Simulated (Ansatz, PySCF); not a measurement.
AsH5Si. Atoms are numbered in the order given.

```xyz
7

Si    -1.5768     0.0049     0.0000
As     0.8061    -0.0618     0.0000
H     -2.0636    -0.7186     1.2149
H     -2.0636    -0.7186    -1.2149
H     -2.1411     1.3892     0.0000
H      0.8721     1.0098     1.0994
H      0.8721     1.0098    -1.0994
```

Geometry: PBE-D3(BJ)/def2-TZVP.

Vertical ionisation energy (IE) and electron affinity (EA) in eV. Rows of orbital energies are one-electron estimates. Where ΔSCF, EOM or ADC give a negative EA the extra electron is unbound and the value depends on the basis.

| level | IE | EA |
|---|---|---|
| −ε(HOMO), −ε(LUMO), ωB97X/def2-TZVPD (PySCF) | ___ | ___ |
| −ε(HOMO), −ε(LUMO), PBE/def2-TZVPD (PySCF) | 6.57 | 0.92 |
| ΔSCF, CAM-B3LYP/def2-TZVPD (Ansatz), final states of multiplicity 2 and 2 | 9.81 | -1.12 |
| ΔSCF, PBE/def2-TZVPD (Ansatz), final states of multiplicity 2 and 2 | 9.68 | -0.92 |

Problem. Some entries are withheld; supply them. (Estimate from the structure and the level; the computed values follow.)

Solution. 
- −ε(HOMO), −ε(LUMO), ωB97X/def2-TZVPD (PySCF), IE: 9.79
- −ε(HOMO), −ε(LUMO), ωB97X/def2-TZVPD (PySCF), EA: -1.56

Problem. What vertical singlet–triplet gap does ΔSCF give with CAM-B3LYP/def2-TZVPD (Ansatz, an electronic-structure program) and with PBE/def2-TZVPD (Ansatz)? (Estimate from the structure and the level; the computed values follow.)

Solution. 5.50 and 5.25 eV (triplet above singlet where positive).
